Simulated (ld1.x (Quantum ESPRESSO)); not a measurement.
## Before and after: TM potential for helium (He)

* Element: He (Z = 2)
* Generator: ld1.x (Quantum ESPRESSO) 7.5
* Type: norm-conserving Troullier–Martins (Kleinman–Bylander form)
* Functional: LDA (PZ)
* Relativity: scalar-relativistic
* Frozen core: none
* Valence charge: 2
* Reference configuration: 1s2
* Partial waves: 1s (bound): rc 0.70 bohr; 2p channel at 0.05 Ry: rc 0.65 bohr
* Local potential: all-electron potential smoothed inside 0.70 bohr (lloc = -1)
* Core correction: none

Change: all radii scaled by about 1.17 (s 0.82, p 0.76 bohr); local potential all-electron potential smoothed inside 0.82 bohr (lloc = -1).

Cutoffs: the cutoffs (Ry, on a coarse ladder) from which the occupation-weighted sum of valence levels, in a spherical-Bessel basis at the reference potential, stays within 10 and 1 mRy of its value at 400 Ry; they do not see the model core or the augmentation charge, which bear on the density cutoff. Errors are all-electron minus pseudo energies relative to the spin-unpolarised reference configuration.

Problem. Predict the effect on cutoff, ghosts and configuration errors.

Solution. The potential gets softer (110 Ry and 180 Ry → 90 Ry and 180 Ry); of the 4 tests that both files solve, the error grows in 3 and shrinks in 0 by more than 15 % and 0.3 meV (median size 4.1 → 6.4 meV); neither file shows a bound ghost. A larger radius leaves more room for a smooth pseudo-wave, so fewer plane waves are needed. More of the atom is replaced by a form fitted at one configuration, so other configurations suffer.

```csv
quantity,base,changed
"cutoff, loose",110 Ry,90 Ry
"cutoff, tight",180 Ry,180 Ry
bound ghosts,none,none
"error for 1s1, meV [ΔE 26.49 eV]",+11,+24
"error for 1s1.5, meV [ΔE 10.37 eV]",+1.4,+3.4
"error for 1s1 (spin-polarised), meV [ΔE 24.28 eV]",-6.8,-9.5
"error for 1s1.5 (spin-polarised), meV [ΔE 10.02 eV]",-1.1,-1.4
```
